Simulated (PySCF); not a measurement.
H$_{4}$BClGeO (SMILES O[B](Cl)[GeH3]), singlet, at a GFN2-xTB geometry; DF-PBE0/6-311G** (PySCF).

PySCF was given this input:
```python
from pyscf import gto, scf, dft

mol = gto.Mole()
mol.atom = '''
    B     0.198688   -0.544332    0.552400
    Cl   -1.032305   -1.763517    0.416791
    Ge    0.171067    1.085850   -0.635599
    H     0.296094    0.781412   -2.091298
    H    -1.094709    1.873205   -0.566948
    H     1.256275    2.065956   -0.351858
    O     1.176361   -0.666364    1.436169
    H     1.213044   -1.435424    2.012475
'''
mol.basis = '6-311g**'
mol.charge = 0
mol.spin = 0
mol.verbose = 4
mol.max_memory = 1800
mol.build()

mf = dft.RKS(mol)
mf.xc = 'pbe0'
mf = mf.density_fit(auxbasis='def2-universal-jkfit')
mf.kernel()
```

Predict the main parts of the log of this PySCF run.


```
PySCF version 2.14.0

[INPUT] verbose = 4
[INPUT] num. atoms = 8
[INPUT] num. electrons = 66
[INPUT] charge = 0
[INPUT] spin (= nelec alpha-beta = 2S) = 0
[INPUT] symmetry False subgroup None
[INPUT] Mole.unit = angstrom
[INPUT] Symbol           X                Y                Z      unit          X                Y                Z       unit  Magmom
[INPUT]  1 B      0.198688000000  -0.544332000000   0.552400000000 AA    0.375465904238  -1.028638400837   1.043884711210 Bohr   0.0
[INPUT]  2 Cl    -1.032305000000  -1.763517000000   0.416791000000 AA   -1.950773727019  -3.332564146015   0.787620841184 Bohr   0.0
[INPUT]  3 Ge     0.171067000000   1.085850000000  -0.635599000000 AA    0.323269778951   2.051959112359  -1.201108035047 Bohr   0.0
[INPUT]  4 H      0.296094000000   0.781412000000  -2.091298000000 AA    0.559536567127   1.476654670449  -3.951980464851 Bohr   0.0
[INPUT]  5 H     -1.094709000000   1.873205000000  -0.566948000000 AA   -2.068700196096   3.539844425166  -1.071376446870 Bohr   0.0
[INPUT]  6 H      1.256275000000   2.065956000000  -0.351858000000 AA    2.374015687138   3.904091025402  -0.664915254737 Bohr   0.0
[INPUT]  7 O      1.176361000000  -0.666364000000   1.436169000000 AA    2.223000113619  -1.259245459270   2.713966078590 Bohr   0.0
[INPUT]  8 H      1.213044000000  -1.435424000000   2.012475000000 AA    2.292320937047  -2.712558232628   3.803026582534 Bohr   0.0

nuclear repulsion = 307.119433751922
number of shells = 62
number of NR pGTOs = 226
number of NR cGTOs = 130
basis = 6-311g**
ecp = {}

******** <class 'pyscf.df.df_jk.DFRKS'> ********
method = DFRKS
initial guess = minao
damping factor = 0
level_shift factor = 0
DIIS = <class 'pyscf.scf.diis.CDIIS'>
diis_start_cycle = 1
diis_space = 8
diis_damp = 0
SCF conv_tol = 1e-09
SCF conv_tol_grad = None
SCF max_cycles = 50
direct_scf = False
XC library pyscf.dft.libxc version 7.1.2
    S. Lehtola, C. Steigemann, M. J. T. Oliveira, and M. A. L. Marques,  SoftwareX 7, 1–5 (2018)
XC functionals = pbe0
    C. Adamo and V. Barone,  J. Chem. Phys. 110, 6158 (1999)
    M. Ernzerhof and G. E. Scuseria,  J. Chem. Phys. 110, 5029 (1999)
radial grids:
    Treutler-Ahlrichs [JCP 102, 346 (1995); DOI:10.1063/1.469408] (M4) radial grids

becke partition: Becke, JCP 88, 2547 (1988); DOI:10.1063/1.454033
pruning grids: <function nwchem_prune>
grids dens level: 3
symmetrized grids: False
atomic radii adjust function: <function treutler_atomic_radii_adjust>
small_rho_cutoff = 0
Set gradient conv threshold to 3.16228e-05
Initial guess from minao.
tot grids = 106880
******** <class 'pyscf.df.df.DF'> ********
auxbasis = def2-universal-jkfit
init E= -2637.6505484732
  HOMO = -0.322993387113717  LUMO = -0.0810980173583435  gap/eV = 6.58231
cycle= 1 E= -2639.11616674953  delta_E= -1.47  |g|= 1.65  |ddm|= 2.28
  HOMO = -0.266933160054026  LUMO = -0.0141823035014739  gap/eV = 6.87770
cycle= 2 E= -2638.98554267901  delta_E= 0.131  |g|= 1.45  |ddm|= 1.13
  HOMO = -0.297787066343706  LUMO = -0.0333993026570909  gap/eV = 7.19436
cycle= 3 E= -2639.19078632522  delta_E= -0.205  |g|= 0.499  |ddm|= 0.954
  HOMO = -0.313422289794879  LUMO = -0.0324497582171686  gap/eV = 7.64565
cycle= 4 E= -2639.2272202223  delta_E= -0.0364  |g|= 0.133  |ddm|= 0.305
  HOMO = -0.312188686335999  LUMO = -0.0334763330142416  gap/eV = 7.58415
cycle= 5 E= -2639.2293032451  delta_E= -0.00208  |g|= 0.0205  |ddm|= 0.0761
  HOMO = -0.310497033647092  LUMO = -0.0314242934178217  gap/eV = 7.59396
cycle= 6 E= -2639.22936263122  delta_E= -5.94e-05  |g|= 0.00422  |ddm|= 0.0162
  HOMO = -0.311188488358227  LUMO = -0.0319386691629933  gap/eV = 7.59877
cycle= 7 E= -2639.22936626918  delta_E= -3.64e-06  |g|= 0.000662  |ddm|= 0.00434
  HOMO = -0.311117131745982  LUMO = -0.031856285837244  gap/eV = 7.59907
cycle= 8 E= -2639.22936638652  delta_E= -1.17e-07  |g|= 0.00017  |ddm|= 0.000848
  HOMO = -0.311126605280527  LUMO = -0.0318792377878248  gap/eV = 7.59871
cycle= 9 E= -2639.22936639391  delta_E= -7.4e-09  |g|= 6.21e-05  |ddm|= 0.000235
  HOMO = -0.31112477022182  LUMO = -0.0318737419781741  gap/eV = 7.59881
cycle= 10 E= -2639.22936639483  delta_E= -9.21e-10  |g|= 1.97e-05  |ddm|= 7.71e-05
  HOMO = -0.311127398538575  LUMO = -0.0318760206778939  gap/eV = 7.59882
Extra cycle  E= -2639.22936639478  delta_E= 5.73e-11  |g|= 2.72e-05  |ddm|= 3.36e-05
converged SCF energy = -2639.22936639478
```
